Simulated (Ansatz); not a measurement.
MnF2. Total charge 0; sextet. Geometry PBE0-D4/def2-TZVP; atoms count from 1.

```csv
atom,x (Å),y (Å),z (Å)
Mn1,-0.002,-0.002,0.003
F2,-0.355,-1.171,-1.308
F3,0.357,1.173,1.305
```

(1) Estimate the Mulliken populations from the PBE0/def2-TZVP orbitals of Ansatz.

(2) Where does the spin sit?

(3) And the Mayer bond orders between heavy atoms (over 0.3)?

## Answers

(1) 
```
atom  charge (e)  spin (α − β)  d electrons
 Mn1        1.11          4.91         5.27
  F2       -0.56          0.05            –
  F3       -0.56          0.05            –
```
Mulliken values depend strongly on the basis.

(2) Summed by element: Mn 4.91, F 0.09, of 5 unpaired in all. Largest on single atoms: Mn1 4.91, F2 0.05, F3 0.05.

(3) Mn1–F2 0.77 (1.79 Å); Mn1–F3 0.77 (1.79 Å).
